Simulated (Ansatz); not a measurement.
Start from `O=CS[SiH3]` and change one atom or group to get `O=C([SiH3])S[SiH3]`.

Ansatz, PBE0-D4/def2-TZVP geometries, multiplicity 1. Each molecule was computed in one conformer, which needn't be the lowest.

| property | `O=CS[SiH3]` |
| --- | --- |
| LUMO energy (PBE/def2-TZVPP) / eV | -2.27 |
| LUMO energy (PBE0/def2-TZVPP) / eV | -1.22 |
| HOMO energy (ωB97M-V/def2-TZVPP) / eV | -10.15 |
| HOMO–LUMO gap (B3LYP/def2-TZVPP) / eV | 6.35 |
| size of the dipole moment (ωB97M-V/def2-TZVPP) / D | 1.12 |
| HOMO–LUMO gap (PBE/def2-TZVPP) / eV | 4.29 |

(1) What does the change do to each property? (Best estimate.)

## Answers

(1) Ansatz gave: 
```csv
property,`O=C([SiH3])S[SiH3]`,shift
LUMO energy (PBE/def2-TZVPP) / eV,-2.60,-0.33
LUMO energy (PBE0/def2-TZVPP) / eV,-1.61,-0.39
HOMO energy (ωB97M-V/def2-TZVPP) / eV,-9.67,0.48
HOMO–LUMO gap (B3LYP/def2-TZVPP) / eV,5.43,-0.92
size of the dipole moment (ωB97M-V/def2-TZVPP) / D,1.03,-0.09
HOMO–LUMO gap (PBE/def2-TZVPP) / eV,3.51,-0.78
```

With PBE0 the HOMO rises by 0.57 eV and the LUMO falls by 0.39 eV, so the gap narrows by about 0.96 eV. PBE moves the HOMO by 0.45 eV and ωB97M-V by 0.48 eV. Dipoles are sizes alone; their direction can turn.

B3LYP here is the variant with VWN-RPA as its local correlation; programs differ in this.
